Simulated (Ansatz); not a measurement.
Consider the redistribution: `F[CH2][GaH][SnH3]` + `CN[Si](F)(F)F` → `C[NH][GaH][CH2]F` + `F[Si](F)(F)[SnH3]`.

Isolated molecules relaxed with PBE0-D4/def2-TZVP in Ansatz; ΔE leaves out vibrations. CCSD(T)/CBS adds triple-zeta CCSD(T) − MP2 to the extrapolated MP2 energy (def2 sets, frozen cores). Functionals use def2-TZVPP. Elements past krypton have def2 core potentials. For Ga, Sn outer-core shells are correlated without core-valence functions, which leaves a few kJ/mol of doubt a bond. Scalar relativity is left out up to krypton. Each species was taken in one conformer, which may not be the lowest.

| level | ΔE (kcal/mol) |
| --- | --- |
| r2SCANh-D4 | 16.6 |
| MP2/def2-QZVPP | 15.7 |

Task: What does CCSD(T)/CBS give? (Estimate.)

Result: Computed: +15.5 kcal/mol. The listed levels differ from it by 1.1, 0.2 kcal/mol.

Largest T1 diagnostic among the species: 0.014.

In def2-TZVPP, CCSD(T) changes the Hartree–Fock value by −5.9 kcal/mol (the triples alone add −1.1 kcal/mol) and MP2 by −5.7 kcal/mol. From BLYP to BHLYP (50 % exact exchange), in def2-TZVPP and without D4, ΔE moves by +5.1 kcal/mol. Leaving LDA and LC-ωPBE aside and taking each functional with its dispersion term where it has one, the values, not all of them listed here, spread over 5.5 kcal/mol, from PBE-D4 to BHLYP-D4.
